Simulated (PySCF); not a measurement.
Al(Cl)(I)(OH) (AlClHIO), SMILES [Al]([OH])([I])[Cl]. Geometry optimised at B3LYP-D3(BJ)/def2-SVP. The def2 effective core potentials stand for the cores of I; spin–orbit coupling is left out. Other conformers were not sampled.

Q: Give the equilibrium geometry at B3LYP-D3(BJ)/def2-SVP (PySCF confirms it by a frequency run) as bond lengths and angles, and its point group. (An estimate is asked for; the answer gives what the named calculation found.)

A: One answer among several that fit: point group Cs.
Atoms: Al1 Cl2 I3 O4 H5. Bond lengths (Å): Al1–Cl2 2.089, Al1–I3 2.467, Al1–O4 1.690, O4–H5 0.962. Bond angles (°): Cl2–Al1–I3 120.5, Cl2–Al1–O4 117.2, I3–Al1–O4 122.3, Al1–O4–H5 126.6.
Charge 0, spin multiplicity 1.
